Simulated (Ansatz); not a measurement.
Si(vinyl)(NCO)3 (C₅H₃N₃O₃Si). The state is a triplet with charge 0. Geometry PBE-D4/def2-SVP, that of the neutral singlet; atoms count from 1.

| atom | x (Å) | y (Å) | z (Å) |
| --- | --- | --- | --- |
| Si1 | 0.0622 | -0.2475 | 0.1423 |
| C2 | -1.4958 | 0.4234 | -0.5982 |
| C3 | -1.5623 | 1.6161 | -1.2230 |
| H4 | -2.4092 | -0.1944 | -0.5208 |
| H5 | -0.6763 | 2.2663 | -1.3229 |
| H6 | -2.5016 | 1.9957 | -1.6601 |
| N7 | 0.5122 | -1.7330 | -0.5961 |
| C8 | 0.7752 | -2.7498 | -1.1976 |
| O9 | 1.0343 | -3.7451 | -1.7765 |
| N10 | -0.1325 | -0.5595 | 1.8211 |
| C11 | -0.2681 | -0.7361 | 3.0106 |
| O12 | -0.4042 | -0.9124 | 4.1695 |
| N13 | 1.3398 | 0.8847 | -0.0685 |
| C14 | 2.3694 | 1.5234 | -0.0768 |
| O15 | 3.3568 | 2.1681 | -0.1029 |

At PBE0-D4/def2-TZVP a singlet of charge 0 lies 3.97 eV below the triplet at the same geometry.

(1) Estimate the Mulliken populations from the PBE0/def2-TZVP orbitals of Ansatz.

(2) Where does the spin sit?

(3) And the Mayer bond orders between heavy atoms (over 0.3)?

Answers

(1) 
| atom | charge (e) | spin (α − β) |
| --- | --- | --- |
| Si1 | 0.42 | 0.06 |
| C2 | -0.17 | 0.93 |
| C3 | -0.30 | 1.11 |
| H4 | 0.16 | -0.05 |
| H5 | 0.15 | -0.05 |
| H6 | 0.15 | -0.05 |
| N7 | -0.22 | 0.01 |
| C8 | 0.32 | 0.01 |
| O9 | -0.23 | 0.01 |
| N10 | -0.22 | 0.01 |
| C11 | 0.32 | 0.01 |
| O12 | -0.23 | 0.01 |
| N13 | -0.25 | 0.00 |
| C14 | 0.32 | 0.00 |
| O15 | -0.22 | 0.00 |
Mulliken values depend strongly on the basis.

(2) Summed by element: Si 0.06, C 2.07, H -0.15, N 0.01, O 0.02, of 2 unpaired in all. Largest on single atoms: C3 1.11, C2 0.93, Si1 0.06.

(3) Si1–C2 1.10 (1.85 Å); Si1–N7 1.14 (1.72 Å); Si1–N10 1.14 (1.72 Å); Si1–N13 1.10 (1.72 Å); C2–C3 0.96 (1.35 Å); N7–C8 2.02 (1.21 Å); C8–O9 2.11 (1.18 Å); N10–C11 2.02 (1.21 Å); C11–O12 2.11 (1.18 Å); N13–C14 2.02 (1.21 Å); C14–O15 2.12 (1.18 Å).
